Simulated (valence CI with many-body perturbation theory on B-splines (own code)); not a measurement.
# E1 line list for Os71+

Computed by relativistic CI+MBPT: three valence electrons over a frozen Dirac-Fock core [He], a basis of 11 s, 11 p, 10 d, 8 f, 5 g, 2 h functions for each j, with the one-electron correlation potential Σ1, the two-electron term Σ2, the three-electron term Σ3, Breit, model QED; selected CI, second order for the rest, scaled by the run's own slope (own B-spline code, finite nucleus).

No measured spectrum was set against this ion. As an estimate, large intervals hold to a few tenths of a per cent, small ones and those within an open d or f shell to about a per cent.

Lines 51 to 100 of 583 in falling wavelength, among levels below 16441 eV, chosen from the strongest by gf and those to the six lowest levels. Wavelengths and rates use the calculated energies. Electric multipoles are in the length gauge, E1 and E2 with the static RPA response of the core. Weak lines are less certain than strong ones. Lines between different terms over intervals too small for the method are left out, as are lines whose strength nearly cancels. The highest levels of a list are the least certain.

Levels are named by their leading jj configuration (3d3/2^4 stands for four electrons in 3d with j = 3/2), which in mixed levels can hold well under half, so a name can repeat and another be missing. Letters in brackets count levels of one name in rising energy.

```
λ vac (nm)                          Upper                          Lower   A (s⁻¹)  S (a.u.) with core polarisation  S without
     5.429         (2s 2p1/2 4d3/2) J=5/2         (2s 2p1/2 4p1/2) J=3/2  2.78e+11                         1.32e-01   1.32e-01
     5.386  (2p1/2 2p3/2 3d5/2) J=3/2 [b]  (2p1/2 2p3/2 3p3/2) J=3/2 [a]  4.81e+10                         1.48e-02   1.48e-02
     5.370         (2s 2p1/2 4p3/2) J=1/2        (2s 2p1/2 4s) J=1/2 [b]  3.14e+11                         4.81e-02   4.81e-02
     5.359      (2p3/2^2 3d5/2) J=5/2 [a]          (2p3/2^2 3p3/2) J=5/2  3.80e+10                         1.73e-02   1.73e-02
     5.300     (2s 2p1/2 4p3/2) J=3/2 [b]        (2s 2p1/2 4s) J=1/2 [b]  2.38e+11                         7.00e-02   7.00e-02
     5.294     (2s 2p1/2 4d3/2) J=3/2 [b]         (2s 2p1/2 4p1/2) J=3/2  1.67e+11                         4.88e-02   4.88e-02
     5.265          (2p1/2^2 4p3/2) J=3/2             (2p1/2^2 4s) J=1/2  4.46e+11                         1.29e-01   1.29e-01
     5.173     (2s 2p1/2 4p3/2) J=3/2 [a]        (2s 2p1/2 4s) J=1/2 [a]  4.50e+11                         1.23e-01   1.23e-01
     5.125         (2s 2p1/2 2p3/2) J=5/2             (2s^2 2p3/2) J=3/2  9.29e+09                         3.70e-03   3.71e-03
     5.115             (2s^2 4p3/2) J=3/2                (2s^2 4s) J=1/2  4.57e+11                         1.21e-01   1.21e-01
     5.088         (2s 2p1/2 4p3/2) J=5/2            (2s 2p1/2 4s) J=3/2  3.95e+11                         1.54e-01   1.54e-01
     5.068     (2s 2p1/2 4p3/2) J=3/2 [b]            (2s 2p1/2 4s) J=3/2  2.18e+11                         5.59e-02   5.59e-02
     4.362             (2s 2p1/2^2) J=1/2             (2s^2 2p1/2) J=1/2  2.71e+10                         2.22e-03   2.23e-03
     4.186          (2p1/2^2 2p3/2) J=3/2         (2s 2p1/2 2p3/2) J=1/2  1.51e+10                         2.18e-03   2.19e-03
     3.902         (2s 2p1/2 2p3/2) J=1/2             (2s^2 2p3/2) J=3/2  2.00e+10                         1.18e-03   1.18e-03
     3.878     (2s 2p1/2 2p3/2) J=3/2 [b]             (2s^2 2p3/2) J=3/2  1.45e+10                         1.67e-03   1.68e-03
     3.332          (2p1/2^2 2p3/2) J=3/2         (2s 2p1/2 2p3/2) J=5/2  8.28e+10                         6.05e-03   6.06e-03
     3.000          (2p1/2^2 2p3/2) J=3/2     (2s 2p1/2 2p3/2) J=3/2 [a]  2.21e+10                         1.18e-03   1.18e-03
     2.392  (2p1/2 2p3/2 3d3/2) J=5/2 [b]  (2p1/2 2p3/2 3p1/2) J=3/2 [b]  5.41e+11                         2.19e-02   2.19e-02
     2.373     (2s 2p1/2 3d3/2) J=3/2 [b]     (2s 2p1/2 3p1/2) J=1/2 [b]  5.27e+11                         1.39e-02   1.39e-02
     2.365  (2p1/2 2p3/2 3d3/2) J=3/2 [b]  (2p1/2 2p3/2 3p1/2) J=3/2 [b]  6.11e+11                         1.60e-02   1.60e-02
     2.355         (2s 2p1/2 3d3/2) J=1/2     (2s 2p1/2 3p1/2) J=1/2 [b]  8.08e+11                         1.04e-02   1.04e-02
     2.319  (2p1/2 2p3/2 3d3/2) J=5/2 [a]      (2p1/2 2p3/2 3p1/2) J=5/2  1.81e+11                         6.70e-03   6.70e-03
     2.318  (2p1/2 2p3/2 3d3/2) J=1/2 [b]  (2p1/2 2p3/2 3p1/2) J=3/2 [b]  7.83e+11                         9.63e-03   9.63e-03
     2.317     (2s 2p3/2 3d5/2) J=7/2 [b]         (2p1/2 2p3/2 3s) J=5/2  2.79e+11                         1.37e-02   1.37e-02
     2.303     (2s 2p3/2 3d3/2) J=3/2 [b]     (2s 2p3/2 3p1/2) J=3/2 [b]  3.82e+11                         9.21e-03   9.21e-03
     2.301     (2s 2p3/2 3d3/2) J=5/2 [a]         (2s 2p3/2 3p1/2) J=5/2  5.48e+11                         1.98e-02   1.98e-02
     2.298     (2s 2p3/2 3d3/2) J=3/2 [b]         (2s 2p3/2 3p1/2) J=1/2  5.05e+11                         1.21e-02   1.21e-02
     2.295     (2s 2p3/2 3d3/2) J=5/2 [a]     (2s 2p3/2 3p1/2) J=3/2 [a]  4.75e+11                         1.70e-02   1.70e-02
     2.280          (2p3/2^2 3d3/2) J=7/2          (2p3/2^2 3p1/2) J=5/2  1.03e+12                         4.81e-02   4.81e-02
     2.280      (2p3/2^2 3d3/2) J=3/2 [a]          (2p3/2^2 3p1/2) J=3/2  7.70e+11                         1.80e-02   1.80e-02
     2.279          (2p3/2^2 3d3/2) J=5/2          (2p3/2^2 3p1/2) J=5/2  5.51e+11                         1.93e-02   1.93e-02
     2.278          (2p3/2^2 3p3/2) J=5/2             (2p3/2^2 3s) J=3/2  7.41e+11                         2.59e-02   2.59e-02
     2.276  (2p1/2 2p3/2 3p3/2) J=3/2 [a]     (2p1/2 2p3/2 3s) J=3/2 [b]  5.04e+11                         1.17e-02   1.17e-02
     2.273     (2s 2p3/2 3d3/2) J=5/2 [b]     (2s 2p3/2 3p1/2) J=3/2 [b]  1.06e+12                         3.67e-02   3.67e-02
     2.273      (2p3/2^2 3d3/2) J=3/2 [b]          (2p3/2^2 3p1/2) J=1/2  1.03e+12                         2.38e-02   2.38e-02
     2.273          (2p3/2^2 3d3/2) J=5/2          (2p3/2^2 3p1/2) J=3/2  4.89e+11                         1.70e-02   1.70e-02
     2.272          (2p3/2^2 3p3/2) J=1/2             (2p3/2^2 3s) J=3/2  1.55e+12                         1.79e-02   1.79e-02
     2.269     (2s 2p3/2 3d3/2) J=3/2 [a]     (2s 2p3/2 3p1/2) J=3/2 [a]  8.51e+11                         1.96e-02   1.96e-02
     2.267  (2p1/2 2p3/2 3d3/2) J=3/2 [a]  (2p1/2 2p3/2 3p1/2) J=3/2 [a]  4.06e+11                         9.34e-03   9.34e-03
     2.264  (2p1/2 2p3/2 3d3/2) J=5/2 [a]  (2p1/2 2p3/2 3p1/2) J=3/2 [a]  8.34e+11                         2.87e-02   2.87e-02
     2.264         (2s 2p3/2 3d3/2) J=7/2         (2s 2p3/2 3p1/2) J=5/2  1.02e+12                         4.67e-02   4.67e-02
     2.260             (2s^2 3d3/2) J=3/2             (2s^2 3p1/2) J=1/2  1.03e+12                         2.34e-02   2.34e-02
     2.259          (2p1/2^2 3d3/2) J=3/2          (2p1/2^2 3p1/2) J=1/2  1.03e+12                         2.35e-02   2.35e-02
     2.257     (2s 2p1/2 3d3/2) J=3/2 [a]     (2s 2p1/2 3p1/2) J=1/2 [a]  1.01e+12                         2.28e-02   2.28e-02
     2.254          (2p3/2^2 3d3/2) J=1/2          (2p3/2^2 3p1/2) J=3/2  1.09e+12                         1.23e-02   1.23e-02
     2.250      (2p1/2 2p3/2 3d3/2) J=7/2      (2p1/2 2p3/2 3p1/2) J=5/2  1.05e+12                         4.72e-02   4.72e-02
     2.248     (2s 2p3/2 3p3/2) J=3/2 [a]        (2s 2p3/2 3s) J=3/2 [a]  1.27e+12                         2.85e-02   2.85e-02
     2.246     (2s 2p3/2 3d3/2) J=1/2 [a]     (2s 2p3/2 3p1/2) J=3/2 [a]  1.14e+12                         1.27e-02   1.27e-02
     2.246         (2s 2p1/2 3d3/2) J=5/2         (2s 2p1/2 3p1/2) J=3/2  1.03e+12                         3.45e-02   3.45e-02
```
